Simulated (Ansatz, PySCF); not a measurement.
This PySCF input computes a PBE/def2-TZVPD energy:

```python
from pyscf import gto, scf, dft

mol = gto.M(
    atom='''
    Si    0.00000000   -0.00000000   -0.00000000
    O    -1.03506827   -0.27834929   -1.22630557
    C    -1.39968423    0.68125340   -2.20795589
    O    -0.06279968   -1.29517758    0.98551572
    C    -1.26169279   -1.88511684    1.46722771
    O    -0.45347434    1.39681321    0.70423283
    C     0.29279926    2.07585685    1.70393026
    O     1.55134228    0.17671366   -0.46344298
    C     2.36857777   -0.87199340   -0.96320207
    H    -2.13839734    0.22474771   -2.86643596
    H    -1.83363668    1.56951289   -1.74353305
    H    -0.53356678    0.98175167   -2.80413128
    H    -0.99183357   -2.75727889    2.06237463
    H    -1.90195050   -2.19963019    0.64008827
    H    -1.81756061   -1.18587211    2.09806169
    H     1.29538285    2.31904137    1.34518850
    H     0.37922529    1.46902818    2.60956442
    H    -0.23343488    2.99848982    1.94789034
    H     1.97190210   -1.26490774   -1.90349484
    H     2.44020433   -1.68892407   -0.24174372
    H     3.36366579   -0.46595864   -1.14382901
    ''',
    basis='def2-tzvpd',
    charge=0,
    spin=0,
    verbose=4,
)

mf = dft.RKS(mol, xc='pbe').density_fit(auxbasis='def2-universal-jkfit')
mf.grids.level = 3
mf.conv_tol = 1e-9
mf.max_cycle = 100
mf.max_memory = 1500
mf.kernel()
if not mf.converged:
    mf = mf.newton()
    mf.kernel(mf.make_rdm1())
mf.analyze()
```

### Question
Write an input for the same energy in Ansatz (a first-principles code) and say what it gives.

### Answer

Ansatz 0.2 input:
```yaml
crystal:
  periodic: [false, false, false]
  atoms:
    - {symbol: Si, position_ang: [0.00000000, -0.00000000, -0.00000000]}
    - {symbol: O, position_ang: [-1.03506827, -0.27834929, -1.22630557]}
    - {symbol: C, position_ang: [-1.39968423, 0.68125340, -2.20795589]}
    - {symbol: O, position_ang: [-0.06279968, -1.29517758, 0.98551572]}
    - {symbol: C, position_ang: [-1.26169279, -1.88511684, 1.46722771]}
    - {symbol: O, position_ang: [-0.45347434, 1.39681321, 0.70423283]}
    - {symbol: C, position_ang: [0.29279926, 2.07585685, 1.70393026]}
    - {symbol: O, position_ang: [1.55134228, 0.17671366, -0.46344298]}
    - {symbol: C, position_ang: [2.36857777, -0.87199340, -0.96320207]}
    - {symbol: H, position_ang: [-2.13839734, 0.22474771, -2.86643596]}
    - {symbol: H, position_ang: [-1.83363668, 1.56951289, -1.74353305]}
    - {symbol: H, position_ang: [-0.53356678, 0.98175167, -2.80413128]}
    - {symbol: H, position_ang: [-0.99183357, -2.75727889, 2.06237463]}
    - {symbol: H, position_ang: [-1.90195050, -2.19963019, 0.64008827]}
    - {symbol: H, position_ang: [-1.81756061, -1.18587211, 2.09806169]}
    - {symbol: H, position_ang: [1.29538285, 2.31904137, 1.34518850]}
    - {symbol: H, position_ang: [0.37922529, 1.46902818, 2.60956442]}
    - {symbol: H, position_ang: [-0.23343488, 2.99848982, 1.94789034]}
    - {symbol: H, position_ang: [1.97190210, -1.26490774, -1.90349484]}
    - {symbol: H, position_ang: [2.44020433, -1.68892407, -0.24174372]}
    - {symbol: H, position_ang: [3.36366579, -0.46595864, -1.14382901]}
basis:
  gaussian:
    orbitals: def2-TZVPD
hamiltonian:
  xc: {name: PBE}
output: {forces: true}
```
It gives -749.70045 Eh, and PySCF -749.70074 Eh, a difference of 0.29 mEh, from the treatment of integrals and grids.
